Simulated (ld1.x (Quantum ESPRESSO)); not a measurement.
Before and after: TM semilocal potential for Ca (Z = 20)

ld1.x (Quantum ESPRESSO) 7.5 input, shortened:

```
&input
   title='Ca', zed=20., rel=1, dft='PBE', iswitch=3,
   config='[Ar] 3d1 4s1 4p0'
 /
 &inputp
   pseudotype=1, tm=.true., lloc=2,
   nlcc=.false.
 /
3
4S  1  0   1.00   0.00  3.80  3.80  0.0
4P  2  1   0.00   0.00  4.20  4.20  0.0
3D  3  2   1.00   0.00  3.20  3.20  0.0
 &test
   configts(1)='3d1 4s1 4p0'
 /
```

All-electron outer shells of the reference configuration (PBE, scalar-relativistic, ld1.x):

```json
{"shell": "3s", "level (eV)": "-44.81", "outermost node (bohr)": "0.45", "outermost maximum (bohr)": "0.99"}
{"shell": "3p", "level (eV)": "-25.88", "outermost node (bohr)": "0.42", "outermost maximum (bohr)": "1.06"}
{"shell": "4s", "level (eV)": "-3.32", "outermost node (bohr)": "1.44", "outermost maximum (bohr)": "3.55"}
{"shell": "4p", "level (eV)": "-1.23", "outermost node (bohr)": "1.66", "outermost maximum (bohr)": "4.79"}
{"shell": "3d", "level (eV)": "-0.76", "outermost node (bohr)": "–", "outermost maximum (bohr)": "1.37"}
```

Change: reference 3d0 4s2 4p0.

Cutoffs: the cutoffs (Ry, on a coarse ladder) from which the occupation-weighted sum of valence levels, in a spherical-Bessel basis at the reference potential, stays within 10 and 1 mRy of its value at 400 Ry; they do not see the model core or the augmentation charge, which bear on the density cutoff. Errors are all-electron minus pseudo energies relative to the spin-unpolarised reference configuration.

Q: What does the change do?

A: The potential gets softer (18 Ry and 25 Ry → 6 Ry and 8 Ry); neither file shows a bound ghost at the reference potential, the only one tested. A semilocal file is local in each channel, so a ghost entry of none says nothing of the separable form that plane-wave codes build from it.

```csv
quantity,base,changed
"cutoff, loose",18 Ry,6 Ry
"cutoff, tight",25 Ry,8 Ry
bound ghosts,none,none
"largest error over its own tests, meV",+493,+702
s: phases at 4.53 bohr within 0.05 rad from the reference energy up to (Ry; the scan ends near 5),0.7,0.6
p: phases at 4.53 bohr within 0.05 rad from the reference energy up to (Ry; the scan ends near 5),1.1,1.1
d: phases at 4.53 bohr within 0.05 rad from the reference energy up to (Ry; the scan ends near 5),0.3,0.2
```

Base: These tests converged, but a pseudo level misses the all-electron one widely, so the file describes the atom poorly there or has found another state: 3d0 4s0 4p1: empty 3d by 2.5 eV. Changed file: The cutoffs count occupied waves only; the empty 3d level needs 18 Ry at the loose tolerance.
